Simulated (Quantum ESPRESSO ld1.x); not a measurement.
The numbers below are computed, except where a source is named.
Q: These are the eigenvalues of the occupied orbitals of an atom or ion with whole-number occupations (eV). Code: ld1.x of Quantum ESPRESSO 7.5. Model: non-relativistic Kohn-Sham, LDA (Slater exchange, Perdew-Zunger correlation), spin-polarised, spherical densities, point nucleus.

| orbital | eigenvalue |
|---|---|
| 1s up | -5565.34 |
| 1s down | -5564.69 |
| 2s up | -834.303 |
| 2s down | -833.622 |
| 2p up | -744.404 |
| 2p down | -743.592 |
| 3s up | -268.734 |
| 3s down | -265.885 |
| 3p up | -242.075 |

Which element is it, and in what charge state? The configuration may be excited. Open shells, if any, are filled with parallel spins first.

A: Z = 23, vanadium, charge +10: V10+ in [Ne] 3s2 3p1. The list shows which subshells hold electrons but not how many an open one holds; the 1s level, -204.52 hartree, gives Z - s = 20.2 by -(Z - s)^2/2, which with screening narrows Z to a few neighbours, and the depths of the outer levels then fix element, charge and occupations together.
